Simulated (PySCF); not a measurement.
## Electron correlation in N²⁺ (nitrogen, charge +2)

[He] 2s1 2p2, high-spin 4P determinant (an excited configuration). Computed with PySCF 2.14 in aug-cc-pwCVTZ, with no relativity, point nucleus. Frozen: 1s2; 3 electrons correlated.

| level | correlation energy (mhartree) |
| --- | --- |
| CCSD | -16.61 |
| (T) | -0.04 |
| CCSD(T) | -16.65 |

Diagnostics: T1 = 0.0010, D1 = 0.0018, largest double amplitude 0.018.

Problem. Is a single reference adequate?

Solution. Yes: T1 lies below 0.03 and no double amplitude reaches 0.07.
